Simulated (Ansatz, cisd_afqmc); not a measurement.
Species: N, charge 0, quartet.

Total energies in aug-cc-pVQZ-DK, 5 correlated electrons, 1 frozen orbitals. Open shells are spin-unrestricted; no spin-orbit coupling. The -DK rows use spin-free X2C. The Monte Carlo rows (phaseless AFQMC, CISD trial, step 0.005/hartree) carry one-sigma bars that omit the constraint's bias. Outlying blocks are dropped, and bars are widened where a walk drifts. Over all cases where full CI ran beside it in this data, AFQMC minus full CI had a median of +0.1 mEh and passed +0.4 mEh in a tenth of the cases.

| method | program | energy (Eh) | minus CCSDT(Q) (mEh) |
|---|---|---|---|
| HF | Ansatz | -54.43307 | 122.13 |
| MP2 | Ansatz | -54.53774 | 17.46 |
| CCSD | Ansatz | -54.55191 | 3.29 |
| CCSD(T) | Ansatz | -54.55481 | 0.39 |
| CCSDT(Q) | Ansatz | -54.55520 | 0.00 |
| AFQMC/CISD | cisd_afqmc | -54.5553 ± 0.0001 | -0.1 ± 0.1 |

Ansatz is a first-principles code.
